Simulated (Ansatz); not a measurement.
Consider the formal exchange of groups at a C–Si bond: `C#C[SiH](Cl)Cl` + `F[SiH3]` → `C#C[SiH2]F` + dichlorosilane.

Computed with Ansatz on PBE0-D4/def2-TZVP structures; ΔE is electronic, products minus reactants. CCSD(T)/CBS adds triple-zeta CCSD(T) − MP2 to the extrapolated MP2 energy (def2 sets, frozen cores). This one scheme is used for every species. DFT in def2-TZVPP.

```json
{"level": "LDA (SPW92)", "ΔE (kJ/mol)": "-4.5"}
{"level": "LC-ωPBE", "ΔE (kJ/mol)": "-5.7"}
```

**Question.** What does CCSD(T)/CBS give? (An estimate is asked.)

**Answer.** Computed: -3.7 kJ/mol. The listed levels differ from it by -0.8, -2.0 kJ/mol.

Largest T1 diagnostic among the species: 0.012.

In def2-TZVPP, CCSD(T) changes the Hartree–Fock value by +5.1 kJ/mol (the triples alone add +1.2 kJ/mol) and MP2 by +7.9 kJ/mol. Leaving LDA and LC-ωPBE aside and taking each functional with its dispersion term where it has one, the values, not all of them listed here, spread over 2.7 kJ/mol, from r2SCAN0-D4 to revPBE-D4. The D4 term adds +3.7 kJ/mol with B3LYP and +2.2 kJ/mol with PBE0; it sums over pairs of atoms, weighted by their polarisabilities, and B3LYP, whose exchange is more repulsive, gets the larger term.

B3LYP here is the variant with VWN-RPA as its local correlation; programs differ in this.
